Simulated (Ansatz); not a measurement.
Energy needed to pull apart Zn$_{2}$H$_{2}$ (SMILES [ZnH][ZnH]), singlet, into free ground-state atoms, from the structure below (at a frame of a short PBE0-D4/def2-SVP trajectory); no zero-point or spin–orbit terms; open-shell atoms are treated unrestricted, in their ground-state multiplicity.

```xyz
4
angstrom
Zn 0.2254 -1.0763 0.7228
Zn -0.4116 0.9069 -0.4260
H -0.2298 -2.2541 1.7289
H -1.2541 2.0855 -1.3932
```

Ansatz 0.2.0; basis: def2-TZVPP; cores frozen in the correlated methods. The 3s and 3p shells of Cu and Zn are frozen; filled d shells are correlated.

```tsv
method	atomization energy (kcal/mol)
PBE-D4	96.4
r2SCAN-D4	105.2
PBE0-D4	98.5
wB97M-V	?
HF	67.7
MP2	?
CCSD	93.8
CCSD(T)	94.6
```

(1) What does MP2 give? (An estimate is asked for; the value comes from the calculation.)

(2) What does wB97M-V give? (An estimate is asked for; the value comes from the calculation.)

T1 diagnostic: at most 0.017.

Answers

(1) Computed: 93.7 kcal/mol, which is about 0.9 kcal/mol less than CCSD(T)/def2-TZVPP.

(2) The calculation gives: 100.8 kcal/mol, which is about 6.2 kcal/mol more than CCSD(T)/def2-TZVPP.

In triple zeta the MP2 and coupled-cluster atomization energies are still short of their basis limit by a few kcal/mol a bond, whereas those of the functionals are nearly converged, so these differences are not deviations from converged CCSD(T).

For scale, one of the runs: CCSD(T)/def2-TZVPP forces, 156 basis functions, launched by `ansatz run in.yaml --threads 2 --pin off --events-out ev --progress --plain --max-ram 3481MiB`. Hardware: 2 CPU threads of an Arm Neoverse V2, shared host. Wall time 2.1 min; peak host memory 1.7 GiB.
